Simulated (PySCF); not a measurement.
Species: C₃H₁₀OSi₂.
Structure used (GFN2-xTB), in Å, numbered top down from 1:
```
atom  x, y, z in Å
Si1    2.4643   -0.1552    0.7481
O2     1.4534    0.3646   -0.4017
Si3    0.2261    0.7578   -1.3832
C4    -1.4039    0.2077   -0.6167
C5    -1.6090    0.2522    0.8736
C6    -1.4879   -1.0637    0.1835
H7     3.1678    1.0294    1.2345
H8     1.6766   -0.7824    1.8108
H9     3.3531   -1.1201    0.1046
H10    0.2760    2.2143   -1.5163
H11    0.4762    0.0496   -2.6393
H12   -2.2860    0.4349   -1.2050
H13   -2.5772    0.5502    1.2502
H14   -0.7843    0.5780    1.4901
H15   -0.5811   -1.6309    0.3317
H16   -2.3716   -1.6774    0.0828
```

Vertical excitations from PySCF (density fitting, frozen core in the response, grid level 2 and gas phase unless stated; continuum runs use non-equilibrium linear response for the excitations) on a GFN2-xTB geometry. Reference run:

```
                              settings    S1, eV (f)    S2, eV (f)    S3, eV (f)    S4, eV (f)    S5, eV (f)    S6, eV (f)  T1, eV (Tamm–Dancoff)  mean α (au)
PBE0/def2-SVPD, full TDDFT, 6 singlets  6.86 (0.009)  6.96 (0.006)  7.53 (0.001)  7.62 (0.006)  7.84 (0.015)  7.99 (0.047)                   6.61         86.4
```

**Question.** What do these settings give: (1) PBE/def2-SVPD, TDA, 25 singlets; (2) BLYP/6-31G, fitting basis def2-universal-jkfit, full TDDFT, 25 singlets?

**Answer.** 
```csv
settings,"S1, eV (f)","S2, eV (f)","S3, eV (f)","S4, eV (f)","S5, eV (f)","S6, eV (f)","T1, eV (Tamm–Dancoff)",mean α (au)
"PBE/def2-SVPD, TDA, 25 singlets",5.98 (0.007),6.09 (0.003),6.58 (0.000),6.68 (0.003),6.93 (0.016),7.07 (0.040),5.82,90.1
"BLYP/6-31G, fitting basis def2-universal-jkfit, full TDDFT, 25 singlets",6.14 (0.003),6.26 (0.000),6.74 (0.001),6.88 (0.004),7.36 (0.012),7.44 (0.001),–,71.2
```

(1) S1 moves by -0.88 eV; functional and response scheme change together, so the shift can't be laid on one. (2) S1 moves by -0.72 eV; functional and basis change together, so the shift can't be laid on one. States are counted by energy in each run and needn't keep their character from row to row.

**Question.** Which orbital pairs make up S1 in each run, and how does it sit against the orbital gap?

**Answer.** 
```tsv
settings	S1 configurations (weight)	S1 (eV)	orbital gap (eV)	S1 − gap (eV)
PBE0/def2-SVPD, full TDDFT, 6 singlets	H→L 0.94	6.86	8.05	-1.19
PBE/def2-SVPD, TDA, 25 singlets	H→L 1.00	5.98	5.92	+0.06
BLYP/6-31G, fitting basis def2-universal-jkfit, full TDDFT, 25 singlets	H→L 0.99	6.14	6.06	+0.08
```

 GFN2-xTB frequencies show an imaginary mode (50i cm⁻¹), so this geometry is no minimum at that level.

One conformer stands for the species.
